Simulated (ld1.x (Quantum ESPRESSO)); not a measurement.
Configuration tests for Cd (Z = 48) (TM)

```
Element                 : Cd (Z = 48)
Generator               : ld1.x (Quantum ESPRESSO) 7.5
Type                    : norm-conserving Troullier–Martins (Kleinman–Bylander form)
Functional              : PBE
Relativity              : scalar-relativistic
Frozen core             : [Kr] 4d10
Valence charge          : 2
Reference configuration : 5s2 5p0
Partial waves           : 5s (bound): rc 1.90 bohr; 5p (bound, empty): rc 2.65 bohr
Local potential         : all-electron potential smoothed inside 2.25 bohr (lloc = -1)
Core correction         : a·sin(br)/r model core inside 1.30 bohr
```

Energies are relative to the spin-unpolarised reference configuration 5s2 5p0; without spin polarisation the order of configurations can differ from experiment.

| valence configuration | charge | ΔE all-electron (eV) | error AE − PS (meV) |
| --- | --- | --- | --- |
| 5s1 5p0 | +1 | 9.272 | -115 |
| 5s1 5p1 | 0 | 4.666 | -35 |
| 5s0 5p2 | 0 | 9.670 | -137 |

What are ΔE and the potential's error for 5s0 5p1?

ΔE = 15.051 eV all-electron; the error (AE − PS) is -256 meV.

What are ΔE and the potential's error for 5s1.5 5p0?

ΔE = 3.710 eV all-electron; the error (AE − PS) is -24 meV.
